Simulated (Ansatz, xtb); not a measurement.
# Relative energy of two isomers of CH2BF2O+

We compare X, `O[CH+]B(F)F`, a singlet, with Y, `[CH2+]OB(F)F`, a singlet. Both are isolated ions in the gas phase, relaxed with PBE0-D3(BJ)/def2-SVP; the shapes shown needn't be the lowest conformers.

X (Å):

```json
{"atom": "C", "x (Å)": "0.5348", "y (Å)": "-1.3501", "z (Å)": "2.4880"}
{"atom": "B", "x (Å)": "1.0824", "y (Å)": "0.0540", "z (Å)": "1.8342"}
{"atom": "F", "x (Å)": "0.2333", "y (Å)": "1.0097", "z (Å)": "1.6895"}
{"atom": "F", "x (Å)": "2.3312", "y (Å)": "0.0837", "z (Å)": "1.5171"}
{"atom": "O", "x (Å)": "-0.6332", "y (Å)": "-1.3653", "z (Å)": "2.9265"}
{"atom": "H", "x (Å)": "-0.9466", "y (Å)": "-2.2122", "z (Å)": "3.3185"}
{"atom": "H", "x (Å)": "1.1486", "y (Å)": "-2.2680", "z (Å)": "2.5581"}
```

Y (Å):

```xyz
7

C    -0.3065   -1.4935    2.8753
B     1.3549   -0.1803    1.7100
F     1.4395    0.6090    0.7153
F     2.2715   -0.5773    2.5195
O    -0.0057   -0.7121    1.9601
H     0.4550   -1.8560    3.5905
H    -1.3618   -1.8070    2.9410
```

**Question.** Which of the two would you expect CCSD(T)/def2-SVP + ΔMP2/def2-TZVPP electronic energies to favour?

**Answer.** Structure Y; the calculation gives E(Y) − E(X) = −83.6 kJ/mol.

Level by level:

| level | geometry | E(Y) − E(X) (kJ/mol) | departure from the last row (kJ/mol) | job, with rough time for the two |
| --- | --- | --- | --- | --- |
| GFN2-xTB | GFN2-xTB | −76.6 | +6.9 | optimisation, 0.47 s |
| HF/STO-3G | GFN2-xTB | −120.8 | −37.2 | single point, 1.4 s |
| r2SCAN-D4/def2-SVP | GFN2-xTB | −85.6 | −2.0 | single point, 8.1 s |
| PBE0-D3(BJ)/def2-SVP | PBE0-D3(BJ)/def2-SVP | −77.7 | +5.8 | optimisation, 95 s |
| HF/def2-SVP | PBE0-D3(BJ)/def2-SVP | −100.8 | −17.2 | part of the CCSD(T) run |
| MP2/def2-SVP | PBE0-D3(BJ)/def2-SVP | −86.0 | −2.4 | part of the CCSD(T) run |
| CCSD(T)/def2-SVP | PBE0-D3(BJ)/def2-SVP | −84.3 | −0.7 | single point |
| CCSD(T)/def2-SVP + ΔMP2/def2-TZVPP | PBE0-D3(BJ)/def2-SVP | −83.6 |  | single point, 49 s |

As drawn, Y has 1 B–O, 1 C–H in place of 1 C–B, 1 O–H.

None of the levels shown reverses the order. The largest departure from CCSD(T)/def2-SVP + ΔMP2/def2-TZVPP is that of HF/STO-3G, 37.2 kJ/mol. A small imaginary or near-zero mode remains, so no thermal terms are given. The last row adds to CCSD(T) the change of the MP2 difference between the two basis sets, here +0.7 kJ/mol.

The correlated steps freeze 5 core orbitals. Programs: Ansatz 0.2.0, xtb 6.7.1; the last row on 1 thread of AMD EPYC (Zen 3) on a shared host.
